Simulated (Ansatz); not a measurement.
Molecular dynamics of CH5Ga

The input (input.yaml):

```yaml
crystal:
  periodic: [false, false, false]
  atoms:
    - { symbol: Ga, position_ang: [0.395652, -0.063461, -0.511614] }
    - { symbol: C, position_ang: [1.179991, -0.01826, 1.651684] }
    - { symbol: H, position_ang: [0.444566, -0.635534, 2.189107] }
    - { symbol: H, position_ang: [2.194696, -0.344833, 1.914201] }
    - { symbol: H, position_ang: [1.05855, 1.042633, 1.918783] }
    - { symbol: H, position_ang: [1.768335, -0.478097, 0.056742] }
    - { symbol: H, position_ang: [-0.984392, 0.497551, -0.081203] }
basis:
  gaussian: { orbitals: def2-SVP }
hamiltonian:
  xc: cam_b3lyp
md:
  timestep: 0.5
  n_steps: 200
  ensemble: nve
  temperature: 300.0
  initial_velocities: maxwell_boltzmann
  seed: 2647
```

Run as:

```bash
$ ansatz run input.yaml --threads 2 --pin off --max-ram 3072MiB --backend cpu --events-out ev --progress --plain --runs-dir out
```

It starts at the highest image of a converged band. Of that band: Neighbouring images differ by up to 1.8 eV, so the band resolves the path poorly. A vibrational analysis at the climbing image gives one clearly imaginary mode, 1319i cm⁻¹: a first-order saddle point.

Output, in part (one step line in 7, the closing report, with atoms numbered from 0):

```
md step     0: t =     0.00 fs  T =   300.0 K  F+E_penalty+E_count = -53488.00920355 eV  E_kin = 0.193890 eV  conserved = -53487.81531355 eV  (27 SCF iters)
md step     7: t =     3.50 fs  T =    72.5 K  F+E_penalty+E_count = -53487.86067639 eV  E_kin = 0.046843 eV  conserved = -53487.81383292 eV  (26 SCF iters)
md step    14: t =     7.00 fs  T =   116.8 K  F+E_penalty+E_count = -53487.88986763 eV  E_kin = 0.075456 eV  conserved = -53487.81441184 eV  (29 SCF iters)
md step    21: t =    10.50 fs  T =   250.4 K  F+E_penalty+E_count = -53487.97686029 eV  E_kin = 0.161855 eV  conserved = -53487.81500506 eV  (29 SCF iters)
md step    28: t =    14.00 fs  T =   223.5 K  F+E_penalty+E_count = -53487.95834319 eV  E_kin = 0.144448 eV  conserved = -53487.81389505 eV  (28 SCF iters)
md step    35: t =    17.50 fs  T =   526.7 K  F+E_penalty+E_count = -53488.15443994 eV  E_kin = 0.340417 eV  conserved = -53487.81402318 eV  (29 SCF iters)
md step    42: t =    21.00 fs  T =  1607.9 K  F+E_penalty+E_count = -53488.85367107 eV  E_kin = 1.039203 eV  conserved = -53487.81446806 eV  (28 SCF iters)
md step    49: t =    24.50 fs  T =  3061.5 K  F+E_penalty+E_count = -53489.79482799 eV  E_kin = 1.978675 eV  conserved = -53487.81615291 eV  (27 SCF iters)
md step    56: t =    28.00 fs  T =  3402.1 K  F+E_penalty+E_count = -53490.01499664 eV  E_kin = 2.198809 eV  conserved = -53487.81618774 eV  (25 SCF iters)
md step    63: t =    31.50 fs  T =  3116.8 K  F+E_penalty+E_count = -53489.82981739 eV  E_kin = 2.014358 eV  conserved = -53487.81545941 eV  (25 SCF iters)
md step    70: t =    35.00 fs  T =  2704.1 K  F+E_penalty+E_count = -53489.56362055 eV  E_kin = 1.747654 eV  conserved = -53487.81596675 eV  (25 SCF iters)
md step    77: t =    38.50 fs  T =  1713.7 K  F+E_penalty+E_count = -53488.92251913 eV  E_kin = 1.107538 eV  conserved = -53487.81498100 eV  (26 SCF iters)
md step    84: t =    42.00 fs  T =  1691.5 K  F+E_penalty+E_count = -53488.90764007 eV  E_kin = 1.093189 eV  conserved = -53487.81445136 eV  (27 SCF iters)
md step    91: t =    45.50 fs  T =  3038.4 K  F+E_penalty+E_count = -53489.78102622 eV  E_kin = 1.963689 eV  conserved = -53487.81733740 eV  (24 SCF iters)
md step    98: t =    49.00 fs  T =  2969.4 K  F+E_penalty+E_count = -53489.73549930 eV  E_kin = 1.919092 eV  conserved = -53487.81640721 eV  (25 SCF iters)
md step   105: t =    52.50 fs  T =  2088.5 K  F+E_penalty+E_count = -53489.16395435 eV  E_kin = 1.349810 eV  conserved = -53487.81414387 eV  (25 SCF iters)
md step   112: t =    56.00 fs  T =  2293.4 K  F+E_penalty+E_count = -53489.29791897 eV  E_kin = 1.482231 eV  conserved = -53487.81568827 eV  (27 SCF iters)
md step   119: t =    59.50 fs  T =  2191.4 K  F+E_penalty+E_count = -53489.23386054 eV  E_kin = 1.416312 eV  conserved = -53487.81754877 eV  (28 SCF iters)
md step   126: t =    63.00 fs  T =  1399.3 K  F+E_penalty+E_count = -53488.71680206 eV  E_kin = 0.904384 eV  conserved = -53487.81241827 eV  (27 SCF iters)
md step   133: t =    66.50 fs  T =  2706.1 K  F+E_penalty+E_count = -53489.56663281 eV  E_kin = 1.748932 eV  conserved = -53487.81770056 eV  (27 SCF iters)
md step   140: t =    70.00 fs  T =  2534.8 K  F+E_penalty+E_count = -53489.45282395 eV  E_kin = 1.638240 eV  conserved = -53487.81458442 eV  (25 SCF iters)
md step   147: t =    73.50 fs  T =  2770.0 K  F+E_penalty+E_count = -53489.60502305 eV  E_kin = 1.790268 eV  conserved = -53487.81475536 eV  (25 SCF iters)
md step   154: t =    77.00 fs  T =  3369.1 K  F+E_penalty+E_count = -53489.99481257 eV  E_kin = 2.177480 eV  conserved = -53487.81733235 eV  (25 SCF iters)
md step   161: t =    80.50 fs  T =  2153.5 K  F+E_penalty+E_count = -53489.20670249 eV  E_kin = 1.391835 eV  conserved = -53487.81486737 eV  (23 SCF iters)
md step   168: t =    84.00 fs  T =   955.3 K  F+E_penalty+E_count = -53488.43233371 eV  E_kin = 0.617425 eV  conserved = -53487.81490836 eV  (26 SCF iters)
md step   175: t =    87.50 fs  T =   803.0 K  F+E_penalty+E_count = -53488.33291331 eV  E_kin = 0.518947 eV  conserved = -53487.81396649 eV  (26 SCF iters)
md step   182: t =    91.00 fs  T =  1779.3 K  F+E_penalty+E_count = -53488.96471644 eV  E_kin = 1.149981 eV  conserved = -53487.81473534 eV  (26 SCF iters)
md step   189: t =    94.50 fs  T =  3159.8 K  F+E_penalty+E_count = -53489.85818357 eV  E_kin = 2.042162 eV  conserved = -53487.81602188 eV  (27 SCF iters)
md step   196: t =    98.00 fs  T =  3669.4 K  F+E_penalty+E_count = -53490.18773349 eV  E_kin = 2.371558 eV  conserved = -53487.81617512 eV  (26 SCF iters)
md step   200: t =   100.00 fs  T =  3309.2 K  F+E_penalty+E_count = -53489.95528499 eV  E_kin = 2.138728 eV  conserved = -53487.81655726 eV  (27 SCF iters)
Total energy: -53489.95539270 eV, -1965.7196038877 hartree
Atom 0 at     0.410008    -0.058966    -0.467220 Å, force     1.118559    -0.240690     2.819308 eV/Å
Atom 1 at     1.089474    -0.031115     1.545717 Å, force    -0.399375     1.878309    -0.422021 eV/Å
Atom 2 at     0.430760    -0.446776     2.311653 Å, force     0.093249    -0.671020     0.160772 eV/Å
Atom 3 at     2.153132    -0.365963     1.566602 Å, force    -0.752767    -0.423024     0.042019 eV/Å
Atom 4 at     1.178341     1.030743     1.933178 Å, force    -0.156885    -0.466311    -0.563080 eV/Å
Atom 5 at     1.855441    -0.520659    -0.753126 Å, force     0.028198    -0.089456    -1.658787 eV/Å
Atom 6 at    -1.050353     0.226652    -0.868707 Å, force     0.069020     0.012192    -0.378211 eV/Å
Dipole moment:    -0.144110     0.060479    -0.185617 e Å
```

All steps were run. The conserved energy stayed within 0.46 meV per atom of its start (net change -0.18 meV per atom), so the integration is sound. The kinetic energy rose, since the run started high on the potential surface and went downhill. A run of 0.1 ps of so small a system gives no equilibrium averages. The orbitals stay closed-shell, which can raise the energy where a bond breaks towards radicals; this wasn't checked here.

Between its relaxed ends the band would form C2–H6 and break Ga1–C2, Ga1–H6. These pairs go: C2–H6 1.76 → 2.47 Å, Ga1–C2 2.30 → 2.12 Å, Ga1–H6 1.54 → 1.54 Å. In the last frame they stand as before the step (other bonds may differ from the relaxed reactants and products). It ends as one piece, CH5Ga. Pairs count as bonded within 1.25 times the sum of covalent radii (0.12 Å more for H–H).

Last frame:

```xyz
7
Properties=species:S:1:pos:R:3
Ga 0.410 -0.059 -0.467
C 1.089 -0.031 1.546
H 0.431 -0.447 2.312
H 2.153 -0.366 1.567
H 1.178 1.031 1.933
H 1.855 -0.521 -0.753
H -1.050 0.227 -0.869
```

Time of the run: 3.4 min on 2 threads of Arm Neoverse V2 (shared host), peak memory 0.14 GiB.
